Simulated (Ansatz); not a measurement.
The same path of AlClF3H (6 atoms, charge 0, multiplicity 1) was run twice with different band settings. Lost on the way: Cl5–H6. Made: F2–H6.

The calculation used RKS B3LYP/def2-SVP (Ansatz 0.2.0).

Relaxed end points:

```xyz
6
Properties=species:S:1:pos:R:3
Al 0.007 -0.009 0.061
F 0.009 0.387 1.686
F 1.426 0.134 -0.778
F -1.431 0.057 -0.755
Cl 0.078 -2.405 0.860
H 0.070 -1.764 1.996
```

```xyz
6
Properties=species:S:1:pos:R:3
Al 0.018 -0.463 -0.106
F 0.023 -0.027 1.819
F 1.430 0.210 -0.646
F -1.438 0.131 -0.622
Cl 0.079 -2.514 0.508
H 0.046 -0.938 2.116
```

Common settings: spring 5.0 eV/Å²; optimiser quadratic models (default); start path through a guess of the saddle point; force threshold 0.05 eV/Å; end points relaxed.

| run | movable images | climbing image | iteration limit |
| --- | --- | --- | --- |
| 1 | 9 | yes | 49 |
| 2 | 8 | no | 60 |

Q: What does each run give, and how far can it be trusted?

A: Run 1: converged after 8 iterations, highest image 0.155 eV above the first end. A vibrational analysis at the climbing image gives one clearly imaginary mode, 577i cm⁻¹: a first-order saddle point.
Run 2: converged after 9 iterations, highest image 0.153 eV above the first end. No image climbed, so the highest image needn't sit at the top of the path.
The orbitals stay closed-shell, which can raise the energy where a bond breaks towards radicals; this wasn't checked here.
